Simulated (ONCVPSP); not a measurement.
## tin: ONCV pseudisation with PBE, fully relativistic reference atom.

ONCVPSP 4.0.1 was run on this input:

```
# ATOM AND REFERENCE CONFIGURATION
# atsym  z   nc   nv     iexc    psfile
  Sn 50.00    6    5        4      upf
#
#   n    l    f
    1    0    2.00
    2    0    2.00
    2    1    6.00
    3    0    2.00
    3    1    6.00
    3    2   10.00
    4    0    2.00
    4    1    6.00
    4    2   10.00
    5    0    1.00
    5    1    3.00
#
# PSEUDOPOTENTIAL AND OPTIMIZATION
# lmax
    2
#
#   l,   rc,      ep,       ncon, nbas, qcut
    0    1.60    0.00    4    8    6.10
    1    1.75    0.00    3    8    9.10
    2    0.95    0.00    4    7   11.50
#
# LOCAL POTENTIAL
# lloc, lpopt,  rc(5),   dvloc0
    4    5    0.75    0.00
#
# VANDERBILT-KLEINMAN-BYLANDER PROJECTORs
# l, nproj, debl
    0    3    0.90
    1    3    0.60
    2    1    3.30
#
# MODEL CORE CHARGE
# icmod, fcfact, rcfact
    3    3.25    1.80
#
# LOG DERIVATIVE ANALYSIS
# epsh1, epsh2, depsh
   -6.00    5.00    0.04
#
# OUTPUT GRID
# rlmax, drl
    6.00    0.01
#
# TEST CONFIGURATIONS
# ncnf
    4
# nvcnf
#   n    l    f
    5
    4    0    2.00
    4    1    6.00
    4    2   10.00
    5    0    2.00
    5    1    2.00
#
    5
    4    0    2.00
    4    1    6.00
    4    2   10.00
    5    0    2.00
    5    1    1.00
#
    5
    4    0    2.00
    4    1    6.00
    4    2   10.00
    5    0    2.00
    5    1    0.00
#
    5
    4    0    2.00
    4    1    6.00
    4    2    9.00
    5    0    2.00
    5    1    3.00
#
```

Command:

```bash
oncvpspr.x < Sn.dat > Sn.out
```

Resulting log (shortened: citation, most of the input echo, consistency checks and plot data are left out):

```
ONCVPSP  (Optimized Norm-Conservinng Vanderbilt PSeudopotential)
relativistic version 4.0.1

#   n    l    f        energy (Ha)
    1    0    2.00    -1.0656095D+03
    2    0    2.00    -1.6086728D+02
    2    1    6.00    -1.4178614D+02    -1.5026193D+02
    3    0    2.00    -3.1090436D+01
    3    1    6.00    -2.5235878D+01    -2.6783595D+01
    3    2   10.00    -1.7307595D+01    -1.7627042D+01
    4    0    2.00    -4.9746343D+00
    4    1    6.00    -3.2649028D+00    -3.5430860D+00
    4    2   10.00    -9.8760810D-01    -1.0260431D+00
    5    0    1.00    -4.1910286D-01
    5    1    3.00    -1.5308355D-01    -1.7083672D-01

Reference configufation results
  iterations    25
  all-electron total energy (Ha)   -6.17874589D+03

Begin loop to  construct optimized pseudo wave functions
and semi-local pseudopoentials for all angular momenta

   Wellstate for l =  0  n =  6 kap= -1
     eigenvalue =   0.4809
     asymptotic potential =   0.9809
     half-point radius =  4.5109

Calculating optimized projector #   1

 for l=   0

    Fraction of norm inside rc  0.989342
    Optimizing pswf for qcut=   6.09 a_B^-1,  ecut=  18.57 Ha
    Residual kinetic energy error=  2.45D-05 Ha

    Energy error per electron        Cutoff
         Ha          eV             Ha
         0.01000     0.27211        9.20
         0.00100     0.02721       11.67
         0.00010     0.00272       13.95
         0.00001     0.00027       49.56

Calculating optimized projector #   2

 for l=   0

    Fraction of norm inside rc  0.163529
    Optimizing pswf for qcut=   6.09 a_B^-1,  ecut=  18.57 Ha
    Residual kinetic energy error=  3.10D-04 Ha

    Energy error per electron        Cutoff
         Ha          eV             Ha
         0.01000     0.27211        7.78
         0.00100     0.02721       11.24
         0.00010     0.00272       38.25
         0.00001     0.00027       88.71

Calculating optimized projector #   3

 for l=   0

    Fraction of norm inside rc  0.095073
    Optimizing pswf for qcut=   6.09 a_B^-1,  ecut=  18.57 Ha
    Residual kinetic energy error=  2.69D-04 Ha

    Energy error per electron        Cutoff
         Ha          eV             Ha
         0.01000     0.27211        7.54
         0.00100     0.02721       10.96
         0.00010     0.00272       23.08
         0.00001     0.00027       69.83

   Wellstate for l =  1  n =  6 kap= -2
     eigenvalue =   0.4469
     asymptotic potential =   0.9469
     half-point radius =  5.8515

Calculating optimized projector #   1

 for l=   1

    Fraction of norm inside rc  0.985703
    Optimizing pswf for qcut=   9.10 a_B^-1,  ecut=  41.36 Ha
    Residual kinetic energy error=  2.89D-09 Ha

    Energy error per electron        Cutoff
         Ha          eV             Ha
         0.01000     0.27211       19.19
         0.00100     0.02721       24.28
         0.00010     0.00272       28.63
         0.00001     0.00027       32.37

Calculating optimized projector #   2

 for l=   1

    Fraction of norm inside rc  0.086517
    Optimizing pswf for qcut=   9.10 a_B^-1,  ecut=  41.36 Ha
    Residual kinetic energy error=  6.45D-10 Ha

    Energy error per electron        Cutoff
         Ha          eV             Ha
         0.01000     0.27211       14.09
         0.00100     0.02721       19.67
         0.00010     0.00272       24.62
         0.00001     0.00027       28.81

Calculating optimized projector #   3

 for l=   1

    Fraction of norm inside rc  0.080238
    Optimizing pswf for qcut=   9.10 a_B^-1,  ecut=  41.36 Ha
    Residual kinetic energy error=  1.10D-09 Ha

    Energy error per electron        Cutoff
         Ha          eV             Ha
         0.01000     0.27211       14.15
         0.00100     0.02721       19.69
         0.00010     0.00272       24.57
         0.00001     0.00027       28.67

   Wellstate for l =  1  n =  6 kap=  1
     eigenvalue =   0.4292

Calculating optimized projector #   1

 for l=   1

    Fraction of norm inside rc  0.989342
    Optimizing pswf for qcut=   9.10 a_B^-1,  ecut=  41.36 Ha
    Residual kinetic energy error=  6.95D-09 Ha

    Energy error per electron        Cutoff
         Ha          eV             Ha
         0.01000     0.27211       20.12
         0.00100     0.02721       25.20
         0.00010     0.00272       29.52
         0.00001     0.00027       33.16

Calculating optimized projector #   2

 for l=   1

    Fraction of norm inside rc  0.104875
    Optimizing pswf for qcut=   9.10 a_B^-1,  ecut=  41.36 Ha
    Residual kinetic energy error=  1.39D-09 Ha

    Energy error per electron        Cutoff
         Ha          eV             Ha
         0.01000     0.27211       15.30
         0.00100     0.02721       21.13
         0.00010     0.00272       26.11
         0.00001     0.00027       30.44

Calculating optimized projector #   3

 for l=   1

    Fraction of norm inside rc  0.087272
    Optimizing pswf for qcut=   9.10 a_B^-1,  ecut=  41.36 Ha
    Residual kinetic energy error=  1.58D-09 Ha

    Energy error per electron        Cutoff
         Ha          eV             Ha
         0.01000     0.27211       15.16
         0.00100     0.02721       20.97
         0.00010     0.00272       25.96
         0.00001     0.00027       30.25

Calculating optimized projector #   1

 for l=   2

    Fraction of norm inside rc  0.415254
    Optimizing pswf for qcut=  11.51 a_B^-1,  ecut=  66.22 Ha
    Residual kinetic energy error=  2.82D-05 Ha

    Energy error per electron        Cutoff
         Ha          eV             Ha
         0.01000     0.27211       36.55
         0.00100     0.02721       48.10
         0.00010     0.00272       58.95
         0.00001     0.00027      133.97

Calculating optimized projector #   1

 for l=   2

    Fraction of norm inside rc  0.427345
    Optimizing pswf for qcut=  11.51 a_B^-1,  ecut=  66.22 Ha
    Residual kinetic energy error=  2.82D-05 Ha

    Energy error per electron        Cutoff
         Ha          eV             Ha
         0.01000     0.27211       37.31
         0.00100     0.02721       48.81
         0.00010     0.00272       59.43
         0.00001     0.00027      113.27

Construct Vanderbilt / Kleinmman-Bylander projectors

B matrix Hermiticity error, ll=  0  kap= -1
   1   2    8.3984D-04
   1   3   -7.6401D-04
   2   3    5.1927D-05

  Orthonormal projector coefficients  3.4010E+01  1.4020E+01  2.5392E+00

B matrix Hermiticity error, ll=  1  kap= -2
   1   2    3.6356D-04
   1   3   -4.0584D-04
   2   3    2.0321D-05

  Orthonormal projector coefficients  1.8108E+01  2.7135E+00  1.0580E-01

B matrix Hermiticity error, ll=  1  kap=  1
   1   2    4.2480D-04
   1   3   -4.4949D-04
   2   3    2.2054D-05

  Orthonormal projector coefficients  1.7974E+01  2.7300E+00  6.9193E-02

 Orthonormal scalar projector coefficients, l =  1
  1.8056E+01  2.7186E+00  9.4601E-02  6.3797E-03  7.6199E-05  5.5570E-06

 Orthonormal spin-orbit projector coefficients, l =  1
 -5.3299E-01  4.5991E-01  1.5724E-01  1.9385E-02 -7.6155E-04 -1.7637E-04

 Orthonormal scalar projector coefficients, l =  2
  6.5786E+00  3.5269E-04

 Orthonormal spin-orbit projector coefficients, l =  2
  5.3518E-02 -2.8902E-02

Model core correction analysis
  based on d2Exc/dn_idn_j

d2excae - all-electron derivatives

   -2.680421D-02   -2.424861D-02   -1.785101D-02   -2.022355D-03
   -1.036719D-03
   -2.424867D-02   -2.276498D-02   -1.787812D-02   -2.359121D-03
   -1.095423D-03
   -1.785109D-02   -1.787816D-02   -1.682051D-02   -5.185307D-03
   -2.376508D-03
   -2.022340D-03   -2.359073D-03   -5.185132D-03   -1.992329D-02
   -1.563268D-02
   -1.036723D-03   -1.095416D-03   -2.376449D-03   -1.563253D-02
   -1.686925D-02

d2excps - pseudofunction derivatives with no core correction

   -5.543693D-02   -3.556959D-02   -2.357494D-02   -5.094898D-03
   -1.791318D-03
   -3.557133D-02   -3.328313D-02   -2.583584D-02   -3.357308D-03
   -1.626587D-03
   -2.357503D-02   -2.583595D-02   -2.419942D-02   -6.736495D-03
   -3.152947D-03
   -5.097395D-03   -3.357121D-03   -6.736008D-03   -2.678066D-02
   -2.096043D-02
   -1.791481D-03   -1.626547D-03   -3.152712D-03   -2.095936D-02
   -2.295977D-02

rms 2nd derivative error    8.007360E-03

rmatch, rhocmatch    0.5382   43.6789

Teter function model core charge with specified parameters

d2excps - pseudofunction derivatives with core correction

   -2.895299D-02   -2.437405D-02   -1.815481D-02   -2.480579D-03
   -1.102587D-03
   -2.437403D-02   -2.506733D-02   -2.109600D-02   -2.545449D-03
   -1.178288D-03
   -1.815478D-02   -2.109599D-02   -2.121051D-02   -6.415969D-03
   -2.917097D-03
   -2.480468D-03   -2.545235D-03   -6.415478D-03   -2.647474D-02
   -2.089600D-02
   -1.102564D-03   -1.178229D-03   -2.916859D-03   -2.089493D-02
   -2.292922D-02

rms 2nd derivative error    2.751580E-03

Pseudoatom total energy -216.720533

Diagnostic tests using Vanderbilt-Kleinman-Bylander pseudopotentials
  relativistic with J = L +/- 1/2 projectors

   l  kap   rcore       rmatch      e in        delta e    norm test   slope test

   0  -1   1.6082493   1.6570792  -4.9746343   0.0000039   1.0003034   1.0002655
   0  -1   1.6082493   1.6570792  -0.4191029   0.0000020   1.0000431   1.0000333
   0  -1   1.6082493   1.6570792   0.4808971   0.0000165   1.0002207   1.0002207

   1  -2   1.7592318   1.8126459  -3.2649028   0.0000040   1.0002421   1.0002262
   1   1   1.7592318   1.8126459  -3.5430860   0.0000060   1.0002602   1.0002363
   1  -2   1.7592318   1.8126459  -0.1530835   0.0000023   1.0000326   1.0000168
   1   1   1.7592318   1.8126459  -0.1708367   0.0000086   1.0000456   1.0000323
   1  -2   1.7592318   1.8126459   0.4469165   0.0000238   1.0001847   1.0001847
   1   1   1.7592318   1.8126459   0.4317774   0.0000247   1.0001776   1.0001776

   2  -3   0.9500163   0.9788609  -0.9876081  -0.0000464   1.0000048   1.0002035
   2   2   0.9500163   0.9788609  -1.0260431   0.0001621   1.0000273   0.9998517

Diagnostic tests using Vanderbilt-Kleinman-Bylander pseudopotentials
  relativistic with scalar and spin-orbit non-local projectors

   l  kap   rcore       rmatch      e in        delta e    norm test   slope test

   0  -1   1.6082493   1.6570792  -4.9746343   0.0000039   1.0003034   1.0002655
   0  -1   1.6082493   1.6570792  -0.4191029   0.0000020   1.0000431   1.0000333
   0  -1   1.6082493   1.6570792   0.4808971   0.0000165   1.0002207   1.0002207

   1  -2   1.7592318   1.8126459  -3.2649028  -0.0001012   1.0003511   1.0003150
   1   1   1.7592318   1.8126459  -3.5430860  -0.0001056   1.0003752   1.0003318
   1  -2   1.7592318   1.8126459  -0.1530835  -0.0000221   0.9999106   1.0001257
   1   1   1.7592318   1.8126459  -0.1708367  -0.0000180   0.9999378   1.0001718
   1  -2   1.7592318   1.8126459   0.4469165  -0.0002190   1.0001812   1.0001812
   1   1   1.7592318   1.8126459   0.4317774  -0.0001928   1.0001728   1.0001728

   2  -3   0.9500163   0.9788609  -0.9876081  -0.0000958   0.9999983   1.0000452
   2   2   0.9500163   0.9788609  -1.0260431   0.0001114   1.0000213   0.9997099

Ghost test for J = L + 1/2

 Testing for bound ghosts
   n   l    E NL Schr. Eq   E Basis Diag.   E Cutoff

   1   0       -4.974630       -4.974629    136.22
   2   0       -0.419101       -0.401463    136.22

   2   1       -3.264899       -3.264896    128.81
   3   1       -0.153081       -0.112282    128.81

   3   2       -0.987655       -0.969056    202.95

 Testing for highly-localized positive-energy ghosts
       l    <radius>/rc     E Basis Diag.   E Cutoff

       0        0.209761        5.740326    136.22  WARNING - GHOST(+)

Ghost test for J = L - 1/2

 Testing for bound ghosts
   n   l    E NL Schr. Eq   E Basis Diag.   E Cutoff

   1   0       -4.974630       -4.974629    136.22
   2   0       -0.419101       -0.401463    136.22

   2   1       -3.543080       -3.543077    128.81
   3   1       -0.170828       -0.136456    128.81

   3   2       -1.025881       -1.008853    202.95

 Testing for highly-localized positive-energy ghosts
       l    <radius>/rc     E Basis Diag.   E Cutoff

       0        0.209761        5.740326    136.22  WARNING - GHOST(+)

Test configuration 0

   n   l kap    f        eae           eps        diff
   1   0  -1  2.0000-1065.60951739
   2   0  -1  2.0000 -160.86728113
   2   1  -2  4.0000 -141.78614356
   2   1   1  2.0000 -150.26193139
   3   0  -1  2.0000  -31.09043586
   3   1  -2  4.0000  -25.23587818
   3   1   1  2.0000  -26.78359512
   3   2  -3  6.0000  -17.30759485
   3   2   2  4.0000  -17.62704220
   4   0  -1  2.0000   -4.97463432   -4.97463039    3.93E-06
   4   1  -2  4.0000   -3.26490278   -3.26489882    3.96E-06
   4   1   1  2.0000   -3.54308600   -3.54307997    6.03E-06
   4   2  -3  6.0000   -0.98760810   -0.98765454   -4.64E-05
   4   2   2  4.0000   -1.02604315   -1.02588104    1.62E-04
   5   0  -1  1.0000   -0.41910286   -0.41910089    1.97E-06
   5   1  -2  2.0000   -0.15308355   -0.15308125    2.30E-06
   5   1   1  1.0000   -0.17083672   -0.17082808    8.64E-06

    Total energies and differences
      AE_ref= -6.17874589E+03  AE_tst= -6.17874589E+03  dif=  0.00E+00
      PS_ref= -2.16720533E+02  PS_tst= -2.16720533E+02  dif= -2.27E-13
      PSP excitation error=  2.27E-13

Test configuration 1

   n   l kap    f        eae           eps        diff
   1   0  -1  2.0000-1065.55219667
   2   0  -1  2.0000 -160.81146566
   2   1  -2  4.0000 -141.73040319
   2   1   1  2.0000 -150.20617648
   3   0  -1  2.0000  -31.03394713
   3   1  -2  4.0000  -25.17941398
   3   1   1  2.0000  -26.72713212
   3   2  -3  6.0000  -17.25123052
   3   2   2  4.0000  -17.57068379
   4   0  -1  2.0000   -4.91794695   -4.91619349    1.75E-03
   4   1  -2  4.0000   -3.20844114   -3.20818101    2.60E-04
   4   1   1  2.0000   -3.48655200   -3.48616156    3.90E-04
   4   2  -3  6.0000   -0.93353190   -0.93377937   -2.47E-04
   4   2   2  4.0000   -0.97179204   -0.97181495   -2.29E-05
   5   0  -1  2.0000   -0.38738232   -0.38724015    1.42E-04
   5   1  -2  1.3333   -0.13070758   -0.13071840   -1.08E-05
   5   1   1  0.6667   -0.14702796   -0.14702718    7.86E-07

    Total energies and differences
      AE_ref= -6.17874589E+03  AE_tst= -6.17900165E+03  dif= -2.56E-01
      PS_ref= -2.16720533E+02  PS_tst= -2.16976217E+02  dif= -2.56E-01
      PSP excitation error= -7.66E-05

Test configuration 2

   n   l kap    f        eae           eps        diff
   1   0  -1  2.0000-1065.84836420
   2   0  -1  2.0000 -161.10617231
   2   1  -2  4.0000 -142.02526359
   2   1   1  2.0000 -150.50109570
   3   0  -1  2.0000  -31.32825041
   3   1  -2  4.0000  -25.47372356
   3   1   1  2.0000  -27.02145921
   3   2  -3  6.0000  -17.54550019
   3   2   2  4.0000  -17.86495823
   4   0  -1  2.0000   -5.21169642   -5.20991010    1.79E-03
   4   1  -2  4.0000   -3.50220147   -3.50193536    2.66E-04
   4   1   1  2.0000   -3.78031486   -3.77991618    3.99E-04
   4   2  -3  6.0000   -1.22640365   -1.22664092   -2.37E-04
   4   2   2  4.0000   -1.26475466   -1.26476711   -1.24E-05
   5   0  -1  2.0000   -0.65431353   -0.65413669    1.77E-04
   5   1  -2  0.6667   -0.37037424   -0.37037342    8.16E-07
   5   1   1  0.3333   -0.39131849   -0.39130167    1.68E-05

    Total energies and differences
      AE_ref= -6.17874589E+03  AE_tst= -6.17874853E+03  dif= -2.64E-03
      PS_ref= -2.16720533E+02  PS_tst= -2.16723094E+02  dif= -2.56E-03
      PSP excitation error= -7.77E-05

Test configuration 3

   n   l kap    f        eae           eps        diff
   1   0  -1  2.0000-1066.20189117
   2   0  -1  2.0000 -161.45652186
   2   1  -2  4.0000 -142.37592104
   2   1   1  2.0000 -150.85187639
   3   0  -1  2.0000  -31.67773088
   3   1  -2  4.0000  -25.82321217
   3   1   1  2.0000  -27.37099006
   3   2  -3  6.0000  -17.89491301
   3   2   2  4.0000  -18.21438223
   4   0  -1  2.0000   -5.55971706   -5.55814612    1.57E-03
   4   1  -2  4.0000   -3.85007984   -3.84985383    2.26E-04
   4   1   1  2.0000   -4.12825695   -4.12790876    3.48E-04
   4   2  -3  6.0000   -1.57199207   -1.57219266   -2.01E-04
   4   2   2  4.0000   -1.61054317   -1.61052053    2.26E-05
   5   0  -1  2.0000   -0.95864086   -0.95844067    2.00E-04
   5   1  -2  0.0000   -0.64581166   -0.64581166    0.00E+00
   5   1   1  0.0000   -0.67169187   -0.67169187    0.00E+00

    Total energies and differences
      AE_ref= -6.17874589E+03  AE_tst= -6.17823511E+03  dif=  5.11E-01
      PS_ref= -2.16720533E+02  PS_tst= -2.16209687E+02  dif=  5.11E-01
      PSP excitation error= -6.32E-05

Test configuration 4

   n   l kap    f        eae           eps        diff
   1   0  -1  2.0000-1065.83531239
   2   0  -1  2.0000 -161.10991196
   2   1  -2  4.0000 -142.02809482
   2   1   1  2.0000 -150.50346750
   3   0  -1  2.0000  -31.32236017
   3   1  -2  4.0000  -25.46770362
   3   1   1  2.0000  -27.01586999
   3   2  -3  6.0000  -17.54171540
   3   2   2  4.0000  -17.86134249
   4   0  -1  2.0000   -5.17069661   -5.16898700    1.71E-03
   4   1  -2  4.0000   -3.44940446   -3.44887434    5.30E-04
   4   1   1  2.0000   -3.73194703   -3.73061012    1.34E-03
   4   2  -3  5.4000   -1.14365712   -1.14359224    6.49E-05
   4   2   2  3.6000   -1.18400000   -1.18364700    3.53E-04
   5   0  -1  2.0000   -0.45840151   -0.45803339    3.68E-04
   5   1  -2  2.0000   -0.16959312   -0.16961350   -2.04E-05
   5   1   1  1.0000   -0.19044220   -0.19043569    6.51E-06

    Total energies and differences
      AE_ref= -6.17874589E+03  AE_tst= -6.17810371E+03  dif=  6.42E-01
      PS_ref= -2.16720533E+02  PS_tst= -2.16078276E+02  dif=  6.42E-01
      PSP excitation error= -7.39E-05
```

The run took about 9.1 s on one core of a shared server CPU.
